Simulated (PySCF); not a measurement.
# Orbital levels and atomic charges

System: P30H14 (flake blue phosphorene).

Cartesian coordinates (Å):
```
  1 P    -1.599    0.928   -0.597
  2 P    -3.235    1.866    0.542
  3 P    -4.841    0.937   -0.618
  4 P    -4.842   -0.919    0.540
  5 P    -3.215   -1.856   -0.613
  6 P    -1.613   -0.931    0.571
  7 P     3.217    3.734   -0.540
  8 P     1.609    4.661    0.617
  9 P     0.002    3.734   -0.542
 10 P    -0.003    1.848    0.597
 11 P     1.613    0.931   -0.571
 12 P     3.215    1.856    0.614
 13 P     4.842    0.919   -0.541
 14 P     1.598   -0.927    0.597
 15 P     3.235   -1.865   -0.542
 16 P     4.841   -0.937    0.617
 17 P    -6.476   -1.862   -0.577
 18 P    -6.468   -3.735    0.546
 19 P    -4.850   -4.677   -0.578
 20 P    -3.217   -3.733    0.541
 21 P     0.004   -1.848   -0.597
 22 P    -0.002   -3.735    0.542
 23 P     1.632   -4.669   -0.582
 24 P     3.228   -3.748    0.581
 25 P    -1.632    4.670    0.581
 26 P    -3.228    3.748   -0.582
 27 P     6.468    3.734   -0.545
 28 P     4.850    4.677    0.578
 29 P     6.476    1.861    0.577
 30 P    -1.609   -4.661   -0.617
 31 H    -5.837    1.517    0.186
 32 H     1.605    5.813   -0.188
 33 H     5.837   -1.517   -0.187
 34 H    -7.448   -1.284    0.252
 35 H    -7.453   -4.303   -0.273
 36 H    -4.835   -5.808    0.251
 37 H     1.602   -5.815    0.226
 38 H     4.235   -4.296   -0.228
 39 H    -1.603    5.816   -0.227
 40 H    -4.235    4.296    0.227
 41 H     7.453    4.302    0.274
 42 H     4.836    5.808   -0.250
 43 H     7.447    1.284   -0.253
 44 H    -1.605   -5.813    0.188
```

Method: wB97X-D/6-31G*, gas phase, PySCF, fitting set def2-universal-JFIT up to Ne and JKFIT beyond, grid level 1.

(1) Give the orbital energies near the gap.

(2) Give the partial charges of the non-hydrogen atoms.

Results:

(1) 
```csv
orbital,eV
HOMO-4,-8.32
HOMO-3,-8.28
HOMO-2,-8.15
HOMO-1,-8.11
HOMO,-8.07
LUMO,-0.38
LUMO+1,-0.36
LUMO+2,-0.26
LUMO+3,-0.26
```

(2) 
```
atom  Mulliken    IAO  Hirshfeld
  P1     -0.02  -0.01      -0.01
  P2     -0.03  -0.01      -0.01
  P3     -0.01   0.03       0.02
  P4     -0.03  -0.01      -0.01
  P5     -0.04  -0.03      -0.01
  P6      0.00   0.00      -0.01
  P7     -0.03  -0.01      -0.01
  P8     -0.01   0.03       0.02
  P9     -0.03  -0.01      -0.01
 P10     -0.02  -0.01      -0.01
 P11      0.00   0.00      -0.01
 P12     -0.04  -0.03      -0.01
 P13     -0.03  -0.01      -0.01
 P14     -0.02  -0.01      -0.01
 P15     -0.03  -0.01      -0.01
 P16     -0.01   0.03       0.02
 P17     -0.03   0.02       0.01
 P18     -0.03   0.02       0.01
 P19     -0.02   0.02       0.01
 P20     -0.03  -0.01      -0.01
 P21     -0.02  -0.01      -0.01
 P22     -0.03  -0.01      -0.01
 P23     -0.02   0.02       0.01
 P24     -0.02   0.02       0.01
 P25     -0.02   0.02       0.01
 P26     -0.02   0.02       0.01
 P27     -0.03   0.02       0.01
 P28     -0.02   0.02       0.01
 P29     -0.03   0.02       0.01
 P30     -0.01   0.03       0.02
```
